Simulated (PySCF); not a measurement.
SMILES C[SiH](C)/C=C/[Si](Cl)(Cl)Cl at its GFN2-xTB optimised geometry (Å):

```
18

Si    -0.0521    -3.3276     0.0000
Cl    -0.7098    -4.3048    -1.6463
Cl    -0.6748    -4.3227     1.6519
Cl     1.9745    -3.3276     0.0000
C     -0.7181    -1.5651     0.0000
C     -0.5037    -0.6710     0.9649
Si    -1.1745     1.1003     0.9785
C      0.3072     2.2929     1.0328
C     -2.2459     1.3080     2.5372
H     -1.3204    -1.2651    -0.8488
H      0.0994    -0.9747     1.8131
H     -1.9745     1.3175    -0.2379
H      0.9106     2.1353     1.9227
H      0.9541     2.1595     0.1708
H     -0.0221     3.3276     1.0401
H     -3.0739     0.6053     2.5446
H     -1.6667     1.1411     3.4414
H     -2.6631     2.3087     2.5963
```

Method: B3LYP/def2-SVP run with PySCF. Cells within 0.4 Å of a nucleus heavier than hydrogen are left out (blank, or x).

Map of the electrostatic potential (hartree/e), clipped to [-0.08, 0.12] on the plane z = 0.0 Å:

```
|111111111111111111111111111|
|111111111111111111111111111|
|111111111111111111111111111|
|111111111111221111111111111|
|111111111112221111111111111|
|111111111122222111111111111|
|111111111222344542111111111|
|111111112344479995211111111|
|111111125788689997211111111|
|111111179999968994211111111|
|111111299999974432111111111|
|111111169999973211111111111|
|111111136999952111111111111|
|111111124699741100000000000|
|111111123489961000000000000|
|111111112699992000000000000|
|11111111299x994100000000000|
|11111111299xx97311000000000|
|111111112799999866631000000|
|111111112599999999996100000|
|0001111136999x9999x99310000|
|000001113799xx999xx99410000|
|000000112699999999999310000|
|000000011499999999994100000|
|000000000248999844310000000|
|000000000013455310000000000|
|000000000001122110000000000|
```
Scale: ten equal steps from -0.013 (start of '0') to 0.120 (end of '9'), in the order '0123456789'; x runs from -5.50 to 5.50, y from -5.50 (bottom) to 5.50 (top).
